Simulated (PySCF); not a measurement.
Computed IR spectrum (relative IR intensity) of a molecule C2H6N, multiplicity 2. Geometry optimised at r2SCAN-D4/def2-TZVP. The values are those of a single conformer. Computed with PySCF 2.14.0 with r2SCAN-D4/def2-TZVP. Frequencies are harmonic and unscaled.

```
ν (cm⁻¹)  relative intensity
--------  ------------------
333                       16
394                      5.4
579                       34
719                      100
933                      2.8
1200                     3.2
1278                     9.4
1439                      11
1463                     6.2
1642                      24
2930                      40
3015                      20
3109                     8.8
3167                      15
3608                     3.4
```

Question: Identify the compound among the candidates.
A) [CH2]NC
B) C[CH]N
C) C[N]C
D) [CH2]CN

Answer: B, C[CH]N
